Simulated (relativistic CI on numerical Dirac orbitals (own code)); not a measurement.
Computed by Dirac-Coulomb-Breit CI, KLI orbitals optimised for each configuration, model QED, unscaled Slater integrals (own radial code, finite nucleus).

The strongest absorption lines from the ground level of an ion, among the configurations computed and to levels below about 515 eV (vacuum wavelength in Å, gf): 47.923 (0.3), 50.857 (1.1), 50.948 (2.7), 51.111 (2), 51.362 (1.2), 66.671 (1), 67.528 (0.26), 70.320 (1.2).

Which ion is it?
A. Hf XXXVIII
B. Hf XL
C. Hf XLII
D. Re XLIII

B. Hf XL has 33 electrons and the ground level 4s2 4p3 2P°_3/2; the strongest line goes to 4s2 4p2 4d 2D_3/2. The pattern of lines fixes the number of electrons, and along that sequence the line energies rise steadily with the charge (about as its square where n changes within one kind of shell, about linearly where n is kept but much faster in heavy ions where fine structure, which grows about as Z⁴, sets the gap, and irregularly where shells cross), which fixes Z. Configurations outside the model, such as inner-shell arrays, can give stronger lines. At this charge energies of transitions that change n are usually good to better than 1 %, and those within a shell (Δn = 0) to a few per cent.

LS names give the leading component of a level, which can be under half, so a name can repeat, a term be missing and a line seem to break the LS rules.
